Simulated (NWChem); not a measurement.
System meant: C3H6OSi; SMILES C=C[SiH2]C=O

NWChem input:

```
start job
memory heap 200 mb stack 900 mb global 1100 mb
geometry units angstroms noautoz
  C      0.561621    -2.421732    -0.304563
  C      0.523635    -1.221236     0.307633
  Si    -0.889171    -0.004123     0.161462
  C     -0.121144     1.745293    -0.232781
  O      0.935980     2.072510     0.278046
  H     -0.269809    -2.784609    -0.933829
  H      1.427218    -3.099809    -0.206222
  H      1.390209    -0.902136     0.916403
  H     -1.613198     0.183970     1.471826
  H     -1.881209    -0.433065    -0.888029
  H     -0.672538     2.467566    -0.920443
end
basis spherical
  C library def2-svp
  Si library def2-svp
  O library def2-svp
  H library def2-svp
end
dft
  odft
  mult 2
  xc xpbe96 cpbe96
  iterations 150
  mulliken
end
task dft energy
```

End of the output:

```
 ==============================================================================
                                 internuclear angles
 ------------------------------------------------------------------------------
        center 1       |       center 2       |       center 3       |  degrees
 ------------------------------------------------------------------------------
    2 C                |   1 C                |   6 H                |   122.03
    2 C                |   1 C                |   7 H                |   121.91
    6 H                |   1 C                |   7 H                |   116.06
    1 C                |   2 C                |   3 Si               |   124.42
    1 C                |   2 C                |   8 H                |   119.00
    3 Si               |   2 C                |   8 H                |   116.55
    2 C                |   3 Si               |   4 C                |   107.57
    2 C                |   3 Si               |   9 H                |   112.07
    2 C                |   3 Si               |  10 H                |   111.50
    4 C                |   3 Si               |   9 H                |   104.63
    4 C                |   3 Si               |  10 H                |   111.95
    9 H                |   3 Si               |  10 H                |   108.94
    3 Si               |   4 C                |   5 O                |   119.84
    3 Si               |   4 C                |  11 H                |   119.99
    5 O                |   4 C                |  11 H                |   120.16
 ------------------------------------------------------------------------------
                            number of included internuclear angles:         15
 ==============================================================================

 Summary of "ao basis" -> "" (spherical)
 ------------------------------------------------------------------------------
       Tag                 Description            Shells   Functions and Types
 ---------------- ------------------------------  ------  ---------------------
 C                          def2-svp                 6       14   3s2p1d
 Si                         def2-svp                 8       18   4s3p1d
 O                          def2-svp                 6       14   3s2p1d
 H                          def2-svp                 3        5   2s1p

  pbe96 is a nonlocal functional; adding pw91lda local functional.

                                 NWChem DFT Module
                                 -----------------

 Summary of "ao basis" -> "ao basis" (spherical)
 ------------------------------------------------------------------------------
       Tag                 Description            Shells   Functions and Types
 ---------------- ------------------------------  ------  ---------------------
 C                          def2-svp                 6       14   3s2p1d
 Si                         def2-svp                 8       18   4s3p1d
 O                          def2-svp                 6       14   3s2p1d
 H                          def2-svp                 3        5   2s1p

  number of electrons :                   46
  multiplicity        :                    2
 ------------------------------------------------------------------------
  no. of electrons and multiplicity not compatible                  46
 ------------------------------------------------------------------------
 ------------------------------------------------------------------------
  current input line :
    29: task dft energy
 ------------------------------------------------------------------------
 ------------------------------------------------------------------------
 There is an error in the input file
 ------------------------------------------------------------------------
 For more information see the NWChem manual at https://nwchemgit.github.io

0: no. of electrons and multiplicity not compatible:Received an Error in Communication
```

Question: Find the fault in this run and fix the input.

Answer: The input was rejected before any calculation. Cause: the multiplicity doesn't fit the number of electrons (an even count wants an odd multiplicity, and the reverse). This input runs:
```
start job
memory heap 200 mb stack 900 mb global 1100 mb
geometry units angstroms noautoz
  C      0.561621    -2.421732    -0.304563
  C      0.523635    -1.221236     0.307633
  Si    -0.889171    -0.004123     0.161462
  C     -0.121144     1.745293    -0.232781
  O      0.935980     2.072510     0.278046
  H     -0.269809    -2.784609    -0.933829
  H      1.427218    -3.099809    -0.206222
  H      1.390209    -0.902136     0.916403
  H     -1.613198     0.183970     1.471826
  H     -1.881209    -0.433065    -0.888029
  H     -0.672538     2.467566    -0.920443
end
basis spherical
  C library def2-svp
  Si library def2-svp
  O library def2-svp
  H library def2-svp
end
dft
  xc xpbe96 cpbe96
  iterations 150
  mulliken
end
task dft energy
```
It converges to -481.96549 Ha (PBE/def2-SVP).
